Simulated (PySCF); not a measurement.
Cl3Fe, SMILES [Cl][Fe-]([Cl])[Cl] (connectivity only; charge and spin as stated), charge -1, multiplicity 5. Atoms are numbered in the order given.

```xyz
4

Fe     0.0000     0.0000     0.0000
Cl     2.2600     0.0000     0.0000
Cl    -1.1300     1.9573     0.0000
Cl    -1.1300    -1.9573     0.0000
```
Charge -1, spin multiplicity 5.

Coordinates come from a PBE0-D3(BJ)/def2-SVPD optimisation. The spin state was assumed, not searched.

Method: PBE0/def2-TZVPD run with PySCF.

Mulliken values depend strongly on the basis, most of all with diffuse functions as here. ESP charges are fitted to the potential on shells at 1.4 to 2.0 van der Waals radii. Atomic charges (e):

| atom | ESP fit | Mulliken | meta-Löwdin | Mulliken spin |
|---|---|---|---|---|
| Fe1 | 0.48 | 0.51 | 1.16 | 3.79 |
| Cl2 | -0.50 | -0.50 | -0.72 | 0.07 |
| Cl3 | -0.49 | -0.50 | -0.72 | 0.07 |
| Cl4 | -0.49 | -0.50 | -0.72 | 0.07 |
